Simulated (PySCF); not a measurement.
Vertical excitations of a molecule C5H7Cl from TDDFT-PBE/def2-SVPD (PySCF 2.14.0), as energy in eV (oscillator strength): 4.64 (0.000), 5.64 (0.000), 5.74 (0.057), 5.90 (0.010), 5.93 (0.000), 6.24 (0.004), 6.50 (0.802), 6.52 (0.000), 6.53 (0.000), 6.93 (0.122). Lowest triplet (TDA): 4.07 eV. Geometry: r2SCAN-D4/def2-SVP. The values are those of a single conformer.

Task: Which structure fits?
A. CC(C)=C=CCl
B. C=C/C(Cl)=C/C
C. ClC[C@@H]1C=CC1
D. C=C=C(Cl)CC

Result: A, CC(C)=C=CCl
